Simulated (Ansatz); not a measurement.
Geometry optimisation, Ansatz, RKS PBE0/def2-SVP.

The input (input.yaml):

```yaml
crystal:
  periodic: [false, false, false]
  atoms:
    - { symbol: Ga, position_ang: [0.038503, -0.437214, -0.457029] }
    - { symbol: H, position_ang: [0.01538, -0.084953, 2.291263] }
    - { symbol: H, position_ang: [1.406797, 0.289638, -0.62238] }
    - { symbol: H, position_ang: [-1.392017, 0.072703, -0.842682] }
    - { symbol: O, position_ang: [0.176801, -2.089916, 0.221376] }
    - { symbol: H, position_ang: [-0.653205, -2.570529, 0.306759] }
    - { symbol: H, position_ang: [0.080142, -0.727528, 1.970293] }
basis:
  gaussian: { orbitals: def2-SVP }
hamiltonian:
  xc: pbe0
relax:
  f_tol: 0.03
  max_steps: 50
```

Command:

```bash
$ ansatz run input.yaml --threads 1 --pin off --max-ram 2048MiB --backend cpu --events-out ev --progress --plain --runs-dir out
```

Problem. Where does it end, and by what steps?

Solution. The forces met the threshold. The force dipped under the threshold on the way, but the program's further checks kept it going. After 15 steps the energy has fallen by 0.087 eV; H6 moved furthest, 0.36 Å.

| step | energy less start (eV) | largest force component (eV/Å) | accepted |
| --- | --- | --- | --- |
| 0 | 0.0000 | 1.630 | yes |
| 1 | -0.0708 | 0.231 | yes |
| 2 | -0.0691 | 0.638 | no |
| 3 | -0.0766 | 0.419 | yes |
| 4 | -0.0792 | 0.204 | yes |
| 5 | -0.0797 | 0.192 | yes |
| 6 | -0.0798 | 0.354 | yes |
| 7 | -0.0839 | 0.032 | yes |
| 8 | -0.0848 | 0.070 | yes |
| 9 | -0.0818 | 0.438 | no |
| 10 | -0.0860 | 0.006 | yes |
| 11 | -0.0855 | 0.256 | no |
| 12 | -0.0862 | 0.063 | yes |
| 13 | -0.0867 | 0.089 | yes |
| 14 | -0.0868 | 0.076 | yes |
| 15 | -0.0869 | 0.024 | yes |

```xyz
7
Properties=species:S:1:pos:R:3
Ga 0.044 -0.525 -0.401
H -0.051 0.236 2.221
H 1.420 0.194 -0.540
H -1.392 0.083 -0.568
O 0.187 -2.281 -0.081
H -0.653 -2.746 -0.011
H 0.117 -0.508 2.248
```

Whether the end is a true minimum wasn't checked by a vibrational analysis.

The run took 54 s on 1 thread of AMD EPYC 7R43 64-Core Processor (Zen 3), on a shared host, peak memory 0.15 GiB.
